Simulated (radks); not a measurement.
Spherical quantum dot in the effective-mass picture: electrons in a hard-walled sphere of radius 2.34, with a point charge +1 (a donor) at the centre, all in effective atomic units (hartree* = m*/eps^2 hartree, bohr* = eps/m* bohr), one dielectric constant everywhere. Method: non-relativistic Kohn-Sham, exchange-only LDA, spin-polarised, spherical densities; computed with a radial shooting solver with Libxc functionals. Levels are named by radial order and angular momentum (1s, 1p, 1d, 2s, ...), and open shells are averaged over m. Each electron was tried in the lowest free levels, single moves between levels near the top were tried too, and the lowest total energy was kept; such a search can miss a lower state. At N = 1 the Hartree and exchange-correlation terms need not cancel, so that row can carry a self-interaction error.

\begin{tabular}{lrrrrrrr}
N & open shells & 2S & E (hartree*) & mu = E(N) - E(N-1) (hartree*) & addition energy mu(N+1) - mu(N) (hartree*) & e(HOMO) (hartree*) & rms radius (bohr*) \\ \hline
1 & 1s(up 1, down 0) & 1 & -0.219594 & -0.21959 & 0.8841 & 0.10806 & 1.074 \\
2 & none & 0 & 0.444909 & 0.66450 & 1.695 & 0.95559 & 1.138 \\
3 & 1p(up 1, down 0) & 1 & 2.80419 & 2.3593 & 0.5464 & 2.6274 & 1.261 \\
4 & 1p(up 2, down 0) & 2 & 5.70991 & 2.9057 & 0.5647 & 3.1866 & 1.325 \\
5 & 1p(up 3, down 0) & 3 & 9.18036 & 3.4704 & 0.7758 & 3.7551 & 1.367 \\
6 & 1p(up 3, down 1) & 2 & 13.4266 & 4.2462 & 0.5252 & 4.5036 & 1.399 \\
7 & 1p(up 3, down 2) & 1 & 18.1980 & 4.7714 & 0.5448 & 5.0420 & 1.423 \\
8 & none & 0 & 23.5141 & 5.3162 & 1.617 & 5.5914 & 1.444 \\
9 & 1d(up 1, down 0) & 1 & 30.4477 & 6.9336 & 0.5246 & 7.1950 & 1.471 \\
10 & 1d(up 2, down 0) & 2 & 37.9059 & 7.4582 & 0.5287 & 7.7221 & 1.493 \\
11 & 1d(up 3, down 0) & 3 & 45.8929 & 7.9869 & 0.5311 & 8.2522 & 1.511 \\
12 & 1d(up 4, down 0) & 4 & 54.4109 & 8.5180 & 0.5324 & 8.7841 & 1.527 \\
13 & 1d(up 5, down 0) & 5 & 63.4614 & 9.0505 & 0.7159 & 9.3170 & 1.542 \\
14 & 1d(up 5, down 1) & 4 & 73.2278 & 9.7664 & 0.5144 & 10.023 & 1.554 \\
15 & 1d(up 5, down 2) & 3 & 83.5087 & 10.281 & 0.5189 & 10.540 & 1.566 \\
16 & 1d(up 5, down 3) & 2 & 94.3084 & 10.800 & 0.5216 & 11.060 & 1.576 \\
17 & 1d(up 5, down 4) & 1 & 105.630 & 11.321 & 0.5233 & 11.583 & 1.585 \\
18 & none & 0 & 117.474 & 11.845 & 1.194 & 12.107 & 1.594 \\
19 & 2s(up 1, down 0) & 1 & 130.513 & 13.038 & 0.8587 & 13.383 & 1.589 \\
20 & none & 0 & 144.410 & 13.897 & 0.8080 & 14.242 & 1.582 \\
21 & 1f(up 1, down 0) & 1 & 159.115 & 14.705 & 0.5104 & 14.960 & 1.592 \\
22 & 1f(up 2, down 0) & 2 & 174.330 & 15.215 & 0.5114 & 15.471 & 1.602 \\
23 & 1f(up 3, down 0) & 3 & 190.057 & 15.727 & 0.5121 & 15.983 & 1.610 \\
24 & 1f(up 4, down 0) & 4 & 206.296 & 16.239 & 0.5126 & 16.495 & 1.618 \\
25 & 1f(up 5, down 0) & 5 & 223.047 & 16.751 & 0.5129 & 17.013 & 1.626 \\
26 & 1f(up 6, down 0) & 6 & 240.311 & 17.264 & - & 17.565 & 1.633 \\
\end{tabular}

All shells are closed at N = 2, 8, 18, 20 (there: 1s2 1p6 1d10 2s2); the second difference of the energy has clear peaks (12 % above both neighbours; the first and last values, which can be the largest, are not judged, and half-filled shells can peak too) at N = 2, 5, 8, 13, 18.
